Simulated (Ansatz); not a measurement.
Basis-set extrapolation for CH$_{8}$O$_{2}$Si$_{2}$ (`O[SiH2]C(O)[SiH3]`) (PBE0-D4/def2-TZVP geometry, frozen core, Ansatz). Multiplicity 1, RHF reference.

```json
{"": "HF", "def2-TZVPP": "-770.253364", "def2-QZVPP": "-770.280967"}
{"": "MP2 correlation", "def2-TZVPP": "-0.907643", "def2-QZVPP": "-0.977205"}
{"": "CCSD(T) correlation", "def2-TZVPP": "-0.992445", "def2-QZVPP": "not run"}
```

Energies in hartree. Use E(X) = E(∞) + A·exp(−7.88·√X) for Hartree–Fock and E(X) = E(∞) + B·X^(−2.97) for correlation, with X = 3 and 4, and add CCSD(T) minus MP2 of the smaller set to the MP2 limit.

Question: What is the CCSD(T) energy at the basis-set limit?

Answer: HF limit: -770.280967 + (-0.027603) × 0.13774 = -770.28477. MP2 limit: -0.977205 + (-0.069562) × 0.74074 = -1.02873. Higher-order term: -0.992445 − (-0.907643) = -0.08480. Total: -771.39830 hartree, 95.7 kcal/mol below CCSD(T)/def2-TZVPP.
